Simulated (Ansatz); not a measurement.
Ansatz results at the PBE0-D4/def2-TZVP geometry: HOMO–LUMO gap (B3LYP/def2-TZVPP) 7.53 eV; LUMO energy (PBE0/def2-TZVPP) -0.43 eV; HOMO–LUMO gap (PBE/def2-TZVPP) 5.86 eV.

(1) Which molecule gave them?
A. `C=C[SiH](N)CC`
B. `F[SiH](Cl)[GeH3]`
C. `Cl[SiH2]I`
D. `C[Si](F)([SiH3])[SiH3]`

## Answers

(1) B. The others give `Cl[SiH2]I`: 6.58, -0.89, 5.05; `C=C[SiH](N)CC`: 6.56, -0.18, 4.62; `C[Si](F)([SiH3])[SiH3]`: 6.62, -0.67, 5.01.

B3LYP here is the variant with VWN-RPA as its local correlation; programs differ in this.
